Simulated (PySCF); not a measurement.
**Polarisability and C₆ of S⁻ (sulfur, charge -1)**

[Ne] 3s2 3p5, 2P determinant. All numbers are calculated (PySCF 2.14, the non-relativistic Hamiltonian (point nucleus), in aug-cc-pV(Q+d)Z with one added diffuse shell each of s, p, d, f, g type (8s7p6d4f3g, 114 functions)). Coupled (time-dependent) response in atomic units; α is the mean over directions.

```
method  mean α (bohr³)         α xx, yy, zz  C₆ (like pair)  S(−4)
   UHF           51.28  39.89, 56.97, 56.97           492.8   1455
```

S(−4) is the Cauchy moment in α(ω) = α(0) + S(−4) ω² + …

α(iu) at UHF:

```
u (hartree)  α(iu) (bohr³)
          0          51.28
     0.0500          48.06
      0.100          41.49
      0.200          29.58
      0.300          21.62
      0.500          12.69
      0.750          7.435
       1.00          4.825
       1.50          2.481
       2.00          1.511
       3.00         0.7454
       5.00         0.3115
```

A single London oscillator, α(iu) = α/(1 + u²/ω²), gives C₆ = (3/4) ω α². Matching the computed C₆ needs ω = 4 × 492.8 / (3 × 51.28²) = 0.250 hartree.

For an ion, C₆ is the dispersion term alone; charge-induced terms of lower order in 1/R come first.

The components differ because the open shell of this determinant is not spherical; for a pure term their mean is the scalar polarisability.
